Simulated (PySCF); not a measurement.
```xyz
3
charge 1 multiplicity 1, angstrom
Lu    0.0000    0.0000    0.0000
H     0.0000    0.0000    1.9594
H     0.0000    0.0000   -1.9594
```

These are results of PBE0/[Lu def2-TZVP with ECP28, H def2-TZVP], scalar-relativistic core potentials, density fitting, no spin–orbit coupling, PySCF, not measurements.

This geometry of [LuH2]+ is a stationary point at this level.

Problem. What is the point group?

Solution. D∞h.

Problem. Is it a minimum?

Solution. No: it has 2 imaginary modes (one degenerate set), at 835i cm⁻¹ (πu).

Problem. List the harmonic modes with their infrared intensities.

Solution. 
```json
{"symmetry": "πu", "ω (cm⁻¹)": "835i", "IR (km/mol, summed over degenerate members)": "–"}
{"symmetry": "σu+", "ω (cm⁻¹)": "1387", "IR (km/mol, summed over degenerate members)": "515"}
{"symmetry": "σg+", "ω (cm⁻¹)": "1644", "IR (km/mol, summed over degenerate members)": "0.0"}
```

Problem. What are the dipole moment and the gap between the highest occupied and lowest empty levels?

Solution. 0.00 D about the centre of mass and 2.82 eV.

Problem. Give the atomic charges and bond orders.

Solution. 
```json
{"atom": "Lu1", "Mulliken": "1.10", "Löwdin": "1.37", "polar tensor": "2.33", "Mayer order to Lu1": "–"}
{"atom": "H2,3", "Mulliken": "-0.05", "Löwdin": "-0.18", "polar tensor": "-0.66", "Mayer order to Lu1": "0.88"}
```

In D∞h the vibrations span πu + σu+ + σg+. The σg+ mode carries no infrared intensity, as symmetry demands. With a centre of inversion only u modes can be infrared active and only g modes Raman active.

Other isomers or separated fragments may lie lower. At this level a singlet minimum of C2v symmetry lies 111 kJ/mol below this structure.
